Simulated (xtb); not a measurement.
C6H17Si2 (SMILES [CH2][Si](C)(C)[Si](C)(C)C), doublet, geometry from GFN2-xTB, atoms displaced at random by about 0.05 Å a coordinate. Base run: xtb with GFN1-xTB.

Input for xtb:
```
$ xtb mol.xyz --gfn 1 --uhf 1 --opt --json

# file mol.xyz
25

C      1.77061126    -1.02892972    -1.57185148
Si     1.27414366    -0.21161682    -0.09292615
C      2.09775261     1.43185521     0.12103531
C      1.71021115    -1.31760915     1.41507601
Si    -1.01086989     0.27975618    -0.02100341
C     -1.92670299    -0.72199646     1.42121212
C     -1.40971930     2.08999727     0.23915855
C     -1.91942289    -0.39205582    -1.60529193
H      1.97164582    -0.50141520    -2.40156991
H      1.62087467    -2.17448697    -1.62388102
H      3.12618749     1.24689550     0.20256235
H      1.74992815     1.93374646     1.07016262
H      1.93380871     2.05675460    -0.65449862
H      1.31126629    -0.85253583     2.40135024
H      2.69116651    -1.54755342     1.48213615
H      1.05491634    -2.33707164     1.33159894
H     -2.96237794    -0.56741986     1.38561580
H     -1.89420670    -1.79840553     1.28637924
H     -1.59439371    -0.45039815     2.42936244
H     -2.49004935     2.29286803     0.21306727
H     -1.07895096     2.46488077     1.12634267
H     -1.04613281     2.63209691    -0.50572791
H     -3.11901401    -0.15343465    -1.67216285
H     -1.79408236    -1.47439855    -1.81998662
H     -1.58222860     0.08764276    -2.47962725
```

Each row names what was changed in the base input (with any setting that the change needs).

```csv
change,ΔE vs base (kcal/mol),optimiser steps
base,0.000,11
engine = lbfgs,-0.001,-
alpb = toluene,-6.94,11
opt level = crude,0.086,5
opt level = sloppy,0.050,6
opt level = loose,0.026,7
opt level = tight,-0.001,13
engine = inertial,0.040,-
opt level = extreme,-0.002,22
alpb = acetone,-6.67,11
```
